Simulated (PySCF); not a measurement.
SMILES Cl[Si](Cl)(Cl)c1ccc([Si](Cl)(Cl)Cl)cc1, singlet, GFN2-xTB optimised geometry.

```
18

Si    -2.02    -3.27    -5.39
Cl    -4.04    -3.30    -5.38
Cl    -1.32    -5.17    -5.38
Cl    -1.37    -2.33    -7.05
C     -1.39    -2.36    -3.85
C     -0.17    -1.69    -3.86
C      0.30    -1.05    -2.73
C     -0.42    -1.06    -1.54
C     -1.65    -1.73    -1.53
C     -2.12    -2.36    -2.66
Si     0.21    -0.16     0.00
Cl    -0.45     1.75     0.00
Cl     2.23    -0.16     0.00
Cl    -0.46    -1.10     1.66
H      0.42    -1.66    -4.77
H      1.25    -0.54    -2.77
H     -2.23    -1.75    -0.62
H     -3.07    -2.87    -2.62
```

Density from PBE0/def2-SVP (PySCF 2.14.0) at that geometry.

Minimum of the electron density along straight lines between bonded atoms, close to the bond critical point (lines longer than 1.1 times the sum of covalent radii, or with two minima, are not listed):

```
bond       length / Å  ρ at the minimum / e bohr⁻³  ∇²ρ there / e bohr⁻⁵  position (fraction from the first atom)
---------  ----------  ---------------------------  --------------------  ---------------------------------------
Si1–Cl2         2.020                        0.099                  0.32                                     0.37
Si1–Cl3         2.023                        0.099                  0.32                                     0.37
Si1–Cl4         2.021                        0.099                  0.32                                     0.37
Si1–C5          1.894                        0.117                  0.29                                     0.38
C5–C6           1.394                        0.305                 -0.76                                     0.50
C6–C7           1.381                        0.314                 -0.81                                     0.50
C7–C8           1.394                        0.305                 -0.76                                     0.50
C8–C9           1.394                        0.305                 -0.76                                     0.50
C5–C10          1.394                        0.305                 -0.76                                     0.50
C9–C10          1.381                        0.314                 -0.81                                     0.50
C8–Si11         1.894                        0.117                  0.29                                     0.62
Si11–Cl12       2.023                        0.099                  0.32                                     0.37
Si11–Cl13       2.021                        0.099                  0.32                                     0.37
Si11–Cl14       2.021                        0.099                  0.32                                     0.37
C6–H15          1.080                        0.286                 -1.10                                     0.64
C7–H16          1.080                        0.286                 -1.10                                     0.64
C9–H17          1.080                        0.286                 -1.10                                     0.64
C10–H18         1.080                        0.286                 -1.10                                     0.64
```
